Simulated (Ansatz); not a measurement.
A run for Ansatz (a program for electronic structure): SC-NEVPT2 on SA-CASSCF(3,4)/cc-pV(Q+d)Z on CCl (SMILES [C]Cl), 2S+1 = 4, a spin state set in the input, which need not be the lowest. Files ending in .json are basis or fitting sets from the Basis Set Exchange.

Ansatz 0.2 input:
```yaml
crystal:
  periodic: [false, false, false]
  atoms:
    - {symbol: C, position_ang: [-0.00000000, -0.00000000, -1.22677181]}
    - {symbol: Cl, position_ang: [0.00000000, 0.00000000, 0.43297829]}
basis:
  gaussian:
    orbitals: cc-pV_Q+d_Z.json
magnetization: {spin_polarized: false, initial_magnetization: 3}
correlation: {method: sc_nevpt2, electrons: outside_noble_gas, active_space: {window: {electrons: 3, orbitals: 4}, states: [{multiplicity: 2, weights: [1]}, {multiplicity: 4, weights: [1]}]}}
output: {orbitals: {seedname: ./end}}
```

Output:

```
WARN ansatz: RAYON_NUM_THREADS=1 ignored (pool sized by the plan → 1); use --threads N
Functional definition: HF
integrals: 0.11 GiB planned
1384 factors; integrals over basis functions are off by at most 1.4e-7 eV
mean field: 0.32 GiB planned
mean field evaluation 1: about -13527.9042 eV, gradient 1.1e1 eV
mean field evaluation 2: about -13527.9056 eV, gradient 1.1e1 eV
mean field evaluation 4: about -13529.8615 eV, gradient 3.1e0 eV
mean field evaluation 8: about -13530.0480 eV, gradient 4.9e-1 eV
mean field -13530.04890160 eV, -497.2201261372 hartree, gradient 4.8e-6 eV, S^2 3.750000; 0 other end points of the search recorded, 0 dependent functions left out
reference -13530.04890160 eV, -497.2201261372 hartree; 13, 10 occupied and 106, 109 virtual orbitals, 1384 factors
configuration interaction: 0.27 GiB planned
configuration interaction: 0.00 GiB planned
state -13531.75342605 eV, -497.2827662555 hartree
state -13531.75342605 eV, -497.2827662555 hartree; corrected -13539.86620696 eV, -497.5809054547 hartree
configuration interaction: 0.00 GiB planned
state -13529.96345074 eV, -497.2169858760 hartree
state -13529.96345074 eV, -497.2169858760 hartree; corrected -13537.63110426 eV, -497.4987669456 hartree
Total energy: -13538.74865561 eV, -497.5398362001 hartree
```

Self-consistency was reached. The last total energy is the mean of the averaged states.

Cost: roughly 7 core-seconds.
